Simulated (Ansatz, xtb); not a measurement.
Species: sum formula H₂BO₂, net charge 1, singlet state. SMILES of the parent species: O[B]O
Geometry from a B3LYP-D3(BJ)/def2-TZVP (Ansatz, an electronic-structure program) optimisation:
```xyz
5

O      1.1260     0.3135    -0.4593
B      0.0077    -0.0008     0.0209
O     -1.1637    -0.3094     0.3567
H      2.0341    -0.0059    -0.3402
H     -1.7709    -0.0230     1.0567
```
Charge +1, spin multiplicity 1.

Harmonic wavenumbers from GFN2-xTB (xtb, at its own minimum), cm⁻¹: 109, 228, 238, 446, 451, 1166, 2254, 3560, 3596.

Q: Give the harmonic wavenumbers at B3LYP-D3(BJ)/def2-TZVP (Ansatz, finite differences of forces, unscaled).

A: 302, 431, 433, 610, 628, 1083, 2085, 3746, 3768 cm⁻¹. Zero-point energy 18.7 kcal/mol.

Q: From these and the geometry, give the ideal-gas thermochemistry at 298.15 K and 1 atm (rigid rotor, harmonic oscillator).

A: Point group C2, rotational symmetry number 2. Rotational constants 623.5, 8.624, 8.617 GHz. S(trans) 37.33, S(rot) 18.10, S(vib) 4.01, S(elec, spin only) 0.00, S 59.4 cal/(mol K). H(298) - H(0) 3.19 kcal/mol; G - E(el) 4.2 kcal/mol.
